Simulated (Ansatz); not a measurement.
Input file for Ansatz (a program for electronic structure): R-CCSD(T)/cc-pVDZ on H2OSe (SMILES O[SeH]), a point of a torsion scan. The run froze 15 orbitals, filled d shells among them.

Ansatz 0.2 input:
```yaml
crystal:
  periodic: [false, false, false]
  atoms:
    - {symbol: O, position_ang: [-0.88887357, 0.22151850, 0.36780311]}
    - {symbol: Se, position_ang: [0.72229844, 0.73788695, -0.25013065]}
    - {symbol: H, position_ang: [-1.26758190, -0.44654669, -0.21217206]}
    - {symbol: H, position_ang: [1.50279846, -0.25936799, 0.48305549]}
basis:
  gaussian:
    orbitals: cc-pVDZ
magnetization: {spin_polarized: false}
correlation: {method: ccsd_t, electrons: outside_noble_gas}
scf: {lower_state_search: off}
```

Output:

```
WARN ansatz: RAYON_NUM_THREADS=1 ignored (pool sized by the plan → 1); use --threads N
Functional definition: HF
these checks for a lower state are left out or cut short: stability, starts, cluster_reference, orbital_swaps, neighbouring_geometries, increment
integrals: 0.02 GiB planned
542 factors; integrals over basis functions are off by at most 8.2e-4 eV
mean field: 0.09 GiB planned
mean field evaluation 1: about -67368.6784 eV, gradient 2.6e1 eV
mean field evaluation 2: about -67368.6808 eV, gradient 2.6e1 eV
mean field evaluation 4: about -67370.0511 eV, gradient 2.1e0 eV
mean field evaluation 8: about -67370.0664 eV, gradient 8.7e-3 eV
mean field -67370.06641240 eV, -2475.8042755847 hartree, gradient 1.8e-6 eV, S^2 0.000000; 0 other end points of the search recorded, 0 dependent functions left out
15 core orbitals not correlated
reference -67370.06641240 eV, -2475.8042755847 hartree; 7, 7 occupied and 29, 29 virtual orbitals, 542 factors
second order -8.42945648 eV of doubles, -0.00000000 eV of singles
coupled cluster: 0.07 GiB planned
cycle   1  -8.72115419 eV  change   -2.9e-1 eV  update   6.8e-2
cycle   2  -8.96314092 eV  change   -2.4e-1 eV  update   2.1e-2
cycle   3  -9.01811867 eV  change   -5.5e-2 eV  update   1.1e-2
cycle   4  -9.01484290 eV  change    3.3e-3 eV  update   2.8e-3
cycle   5  -9.01544381 eV  change   -6.0e-4 eV  update   1.5e-3
cycle   6  -9.01549332 eV  change   -5.0e-5 eV  update   5.5e-4
cycle   7  -9.01522964 eV  change    2.6e-4 eV  update   2.2e-4
cycle   8  -9.01524291 eV  change   -1.3e-5 eV  update   1.0e-4
cycle   9  -9.01527178 eV  change   -2.9e-5 eV  update   4.1e-5
cycle  10  -9.01525781 eV  change    1.4e-5 eV  update   1.5e-5
perturbative correction -0.20760949 eV, -0.0076295079 hartree
Total energy: -67379.28927970 eV, -2476.1432097062 hartree
Checks for a lower state left out: stability, starts, cluster_reference, orbital_swaps, neighbouring_geometries, increment
```

The calculation finished and met its thresholds.

Cost: roughly 0.5 core-seconds.
